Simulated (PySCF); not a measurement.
Si(H)(vinyl)(NH2)2 (C₂H₈N₂Si), SMILES C=C[SiH](N)N. Atoms are numbered in the order given.

```xyz
13

Si     0.3817     0.3387    -0.3754
N      1.2311    -0.9150    -1.2061
N      1.0775     0.7701     1.1522
C     -1.3789    -0.2943    -0.2318
C     -2.0641    -0.2498     0.9216
H      0.4298     1.6185    -1.1485
H      0.8988    -1.8722    -1.1643
H      2.2369    -0.8781    -1.3366
H      1.1498     0.1066     1.9174
H      1.0268     1.7240     1.4942
H     -1.8861    -0.7119    -1.1153
H     -3.0953    -0.6128     1.0164
H     -1.6065     0.1631     1.8308
```

Geometry: r2SCAN-D4/def2-SVP. One conformer was computed; it need not be the lowest.

Two levels are set side by side: PBE/pcSseg-1 (PySCF) and PBE0/pcSseg-1 (PySCF). GIAO shifts against NH3 (¹⁵N), TMS (²⁹Si), TMS (¹H), TMS (¹³C) at the same level; non-relativistic, no solvent, atoms listed together averaged. Differences are taken from unrounded values.

```tsv
quantity	PBE
δ(²⁹Si) of Si1 (ppm)	-35.2
δ(¹³C) of C4 (ppm)	148.3
δ(¹³C) of C5 (ppm)	144.5
δ(¹H) of H6 (ppm)	5.31
δ(¹H) of H11 (ppm)	6.87
```

**Question.** These are the PBE values. What does PBE0 give? (An estimate is asked for; the answer gives what the named calculation found.)

**Answer.** 
```tsv
quantity	PBE0	PBE minus PBE0
δ(²⁹Si) of Si1 (ppm)	-33.0	-2.2
δ(¹³C) of C4 (ppm)	149.5	-1.2
δ(¹³C) of C5 (ppm)	146.9	-2.4
δ(¹H) of H6 (ppm)	5.11	0.20
δ(¹H) of H11 (ppm)	6.85	0.02
```

Rough cost on one machine, each run with all the roots and properties that it gave: PBE0 against PBE within a factor of 2.
